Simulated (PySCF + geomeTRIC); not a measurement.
Computed with BP86-D3(BJ)/def2-SVP (PySCF + geomeTRIC). fastk is a local helper that only speeds up exchange builds. No frequencies were computed at this level.

```python
import json, numpy as np
from pyscf import gto, dft
from fastk import lowrank_exchange
atoms = """
Ti     0.005378    -0.015134     0.004743
Cl     2.107343    -0.386050     0.175681
Cl    -0.041333     1.561120    -1.443600
O     -0.685774    -1.374182    -0.699939
H     -1.160046    -2.162176    -0.971113
O     -0.516288     0.630908     1.464223
H     -0.921477     0.903429     2.289402
"""
def scf(charge, spin, dm0=None):
    mol = gto.M(atom=atoms, basis='def2-svp', ecp={}, charge=charge, spin=spin, verbose=3, max_memory=3780)
    mf = dft.KS(mol, xc='bp86').density_fit(auxbasis="def2-universal-jkfit")
    mf.disp = 'd3bj'
    mf.grids.level = 3
    mf.conv_tol = 1e-8
    mf.max_cycle = 120
    mf.level_shift = 0.25
    mf.kernel(dm0)
    if not mf.converged:
        mf = mf.newton().run(mf.mo_coeff, mf.mo_occ).undo_soscf()
    return mf
mf = scf(0, 0)
from pyscf.geomopt.geometric_solver import kernel as optimize
path = []
done, mol = optimize(mf, maxsteps=120, assert_convergence=False, callback=lambda env: path.append((env["energy"], bool(env["g_scanner"].converged))))
res = dict(converged=bool(done and path[-1][1]), energy=path[-1][0], path=[e for e, c in path], xyz=mol.atom_coords(unit="Angstrom").tolist(), nao=mol.nao)
json.dump(res, open("result.json", "w"))
```

Output:

```
converged SCF energy = -1921.47193167799
Geometry optimization cycle 1
converged SCF energy = -1921.47193166393
cycle 1: E = -1921.47193166  dE = -1921.47  norm(grad) = 0.0967682
Geometry optimization cycle 2
converged SCF energy = -1921.4869141859
cycle 2: E = -1921.48691419  dE = -0.0149825  norm(grad) = 0.0110644
Geometry optimization cycle 3
converged SCF energy = -1921.4876595858
cycle 3: E = -1921.48765959  dE = -0.0007454  norm(grad) = 0.00514308
Geometry optimization cycle 4
converged SCF energy = -1921.48804565675
cycle 4: E = -1921.48804566  dE = -0.000386071  norm(grad) = 0.0034712
Geometry optimization cycle 5
converged SCF energy = -1921.48809729597
cycle 5: E = -1921.4880973  dE = -5.16392e-05  norm(grad) = 0.00333626
Geometry optimization cycle 6
converged SCF energy = -1921.48781483234
cycle 6: E = -1921.48781483  dE = 0.000282464  norm(grad) = 0.00846399
Geometry optimization cycle 7
converged SCF energy = -1921.48874993241
cycle 7: E = -1921.48874993  dE = -0.0009351  norm(grad) = 0.00302227
Geometry optimization cycle 8
converged SCF energy = -1921.48876094004
cycle 8: E = -1921.48876094  dE = -1.10076e-05  norm(grad) = 0.00120068
Geometry optimization cycle 9
converged SCF energy = -1921.48876286212
cycle 9: E = -1921.48876286  dE = -1.92208e-06  norm(grad) = 0.000274656
Geometry optimization cycle 10
converged SCF energy = -1921.48876261554
cycle 10: E = -1921.48876262  dE = 2.46575e-07  norm(grad) = 0.000766309
Geometry optimization cycle 11
converged SCF energy = -1921.48876296072
cycle 11: E = -1921.48876296  dE = -3.45178e-07  norm(grad) = 0.000884438
Geometry optimization cycle 12
converged SCF energy = -1921.48876361932
cycle 12: E = -1921.48876362  dE = -6.58605e-07  norm(grad) = 0.000565678
<class 'geometric.internal.Distance'> : 6
<class 'geometric.internal.Angle'> : 6
<class 'geometric.internal.LinearAngle'> : 4
<class 'geometric.internal.TranslationX'> : 1
<class 'geometric.internal.TranslationY'> : 1
<class 'geometric.internal.TranslationZ'> : 1
<class 'geometric.internal.RotationA'> : 1
<class 'geometric.internal.RotationB'> : 1
<class 'geometric.internal.RotationC'> : 1
Step    0 : Gradient = 3.657e-02/5.078e-02 (rms/max) Energy = -1921.4719316639
Step    1 : Displace = 8.794e-02/1.240e-01 (rms/max) Trust = 1.000e-01 (=) Grad = 4.182e-03/7.396e-03 (rms/max) E (change) = -1921.4869141859 (-1.498e-02) Quality = 0.916
Step    2 : Displace = 3.637e-02/5.425e-02 (rms/max) Trust = 1.414e-01 (+) Grad = 1.944e-03/3.441e-03 (rms/max) E (change) = -1921.4876595858 (-7.454e-04) Quality = 1.561
Step    3 : Displace = 5.524e-02/8.650e-02 (rms/max) Trust = 2.000e-01 (+) Grad = 1.312e-03/2.204e-03 (rms/max) E (change) = -1921.4880456568 (-3.861e-04) Quality = 1.019
Step    4 : Displace = 7.292e-03/1.290e-02 (rms/max) Trust = 2.828e-01 (+) Grad = 1.261e-03/2.097e-03 (rms/max) E (change) = -1921.4880972960 (-5.164e-05) Quality = 1.942
Step    5 : Displace = 2.948e-01/5.423e-01 (rms/max) Trust = 3.000e-01 (+) Grad = 3.199e-03/4.979e-03 (rms/max) E (change) = -1921.4878148323 (+2.825e-04) Quality = -0.232
Step    6 : Displace = 1.518e-01/2.830e-01 (rms/max) Trust = 1.474e-01 (-) Grad = 1.142e-03/2.383e-03 (rms/max) E (change) = -1921.4887499324 (-9.351e-04) Quality = 0.656
Step    7 : Displace = 7.395e-03/1.291e-02 (rms/max) Trust = 1.474e-01 (=) Grad = 4.538e-04/9.713e-04 (rms/max) E (change) = -1921.4887609400 (-1.101e-05) Quality = 1.228
Step    8 : Displace = 4.793e-03/8.531e-03 (rms/max) Trust = 2.085e-01 (+) Grad = 1.038e-04/1.654e-04 (rms/max) E (change) = -1921.4887628621 (-1.922e-06) Quality = 0.619
Step    9 : Displace = 2.457e-03/4.000e-03 (rms/max) Trust = 2.085e-01 (=) Grad = 2.896e-04/5.919e-04 (rms/max) E (change) = -1921.4887626155 (+2.466e-07) Quality = -0.137
Step   10 : Displace = 1.185e-03/1.940e-03 (rms/max) Trust = 1.229e-03 (-) Grad = 3.343e-04/6.901e-04 (rms/max) E (change) = -1921.4887629607 (-3.452e-07) Quality = 0.139
Step   11 : Displace = 5.331e-04/1.003e-03 (rms/max) Trust = 5.927e-04 (-) Grad = 2.138e-04/3.934e-04 (rms/max) E (change) = -1921.4887636193 (-6.586e-07) Quality = 0.655
Converged! =D
```

Cost: about 2.3 core-minutes (a rough figure).
